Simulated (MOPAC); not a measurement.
MOPAC input (PM3):

```
PM3 1SCF CHARGE=-1 GEO-OK AUX(PRECISION=9) THREADS=1
HBN

B     0.03154051 1    0.00000000 1   -0.86289106 1
N    -0.04724772 1    0.00000000 1    0.41798935 1
H     0.17303150 1    0.00000000 1    1.38852984 1
```

Task: What heat of formation does the run end on, and which ionisation energy by Koopmans theorem?

Result: 41.69 kcal/mol; 2.61 eV.
